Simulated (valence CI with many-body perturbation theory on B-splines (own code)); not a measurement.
## Which ion has this spectrum?

A relativistic CI+MBPT calculation for an atom or ion with 23 electrons gives these levels (cm⁻¹):

| J | Parity | E | g |
| --- | --- | --- | --- |
| 5/2 | even | 0.0 | 1.73 |
| 5/2 | even | 92470 | 1.15 |
| 7/2 | even | 149919 | 1.13 |
| 3/2 | even | 154825 | 1.30 |
| 11/2 | even | 158097 | 1.16 |
| 9/2 | even | 174921 | 1.16 |
| 5/2 | even | 178095 | 1.12 |
| 1/2 | even | 188052 | 1.88 |
| 7/2 | even | 218696 | 1.17 |
| 5/2 | even | 230670 | 1.21 |
| 7/2 | even | 254475 | 1.19 |
| 11/2 | even | 258956 | 1.05 |
| 3/2 | even | 262011 | 0.85 |
| 9/2 | even | 273806 | 1.15 |

The energies are calculated, and their last digits are not significant.

(1) Which is it?
A. Xe31+
B. Sb28+
C. Cs32+
D. Ba33+

Results:

(1) A. Xe31+, ground level (3d3/2^4 3d5/2) J=5/2.
